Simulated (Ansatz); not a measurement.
Pulling the pair apart

The pair of Br⁻ (SMILES [Br-], atom 1) and SiH3Cl (SMILES [SiH3]Cl, atoms 2–6), both closed shells, in one local arrangement (a lower one may exist), relaxed at PBE0-D4/def2-TZVPD:

```
6
angstrom
Br -0.5471 -0.5488 -2.3766
Si 0.0201 0.0202 0.0873
Cl 0.5168 0.5185 2.2453
H -1.0318 1.0524 0.0107
H -0.3436 -1.3727 0.4123
H 1.3855 0.3304 -0.3790
```

SiH3Cl is shifted rigidly along the line between the mean atom positions of the two fragments (negative: closer). Counterpoise interaction energies in kcal/mol. Program: Ansatz 0.2.0. Basis: def2-TZVPPD. Cores are frozen in the correlated methods. Filled d shells of the heavier atoms are correlated. The def2 sets are not built for correlating such inner shells, so the correlated values are less sure here. B3LYP uses VWN-RPA correlation.

```json
{"shift (Å)": "-0.26", "MP2": "-31.76", "B3LYP-D4": "-29.61", "PBE-D4": "-33.01"}
{"shift (Å)": "-0.13", "MP2": "-36.00", "B3LYP-D4": "-34.26", "PBE-D4": "-37.24"}
{"shift (Å)": "0.00", "MP2": "-37.31", "B3LYP-D4": "-36.03", "PBE-D4": "-38.62"}
{"shift (Å)": "0.13", "MP2": "-36.84", "B3LYP-D4": "-36.01", "PBE-D4": "-38.24"}
{"shift (Å)": "0.31", "MP2": "-34.59", "B3LYP-D4": "-34.28", "PBE-D4": "-36.05"}
{"shift (Å)": "0.65", "MP2": "-28.74", "B3LYP-D4": "-29.10", "PBE-D4": "-30.20"}
{"shift (Å)": "1.30", "MP2": "-18.99", "B3LYP-D4": "-19.61", "PBE-D4": "-20.04"}
{"shift (Å)": "2.59", "MP2": "-9.51", "B3LYP-D4": "-9.61", "PBE-D4": "-9.74"}
```

Question: What does CCSD(T) give at these shifts? (An estimate is asked for; the value comes from the calculation.)

Answer: Computed: -29.70, -34.25, -35.83, -35.60, -33.62, -28.12, -18.63, -9.27 kcal/mol. For zero shift, CCSD(T) at an estimated basis limit (MP2 extrapolated from triple and quadruple zeta, plus CCSD(T) − MP2 in triple zeta) gives -38.57 kcal/mol. These are counterpoise interaction energies, counted from the two frozen fragments.

T1 diagnostic: at most 0.009.

For scale, one of the runs: CCSD(T)/def2-TZVPPD, 207 basis functions, launched by `ansatz run in.yaml --threads 4 --pin off --events-out ev --progress --plain --max-ram 9574MiB`. Time: 67 s of wall clock on 4 CPU threads of an Arm Neoverse V1; the host was shared. Peak host memory: 2.5 GiB.
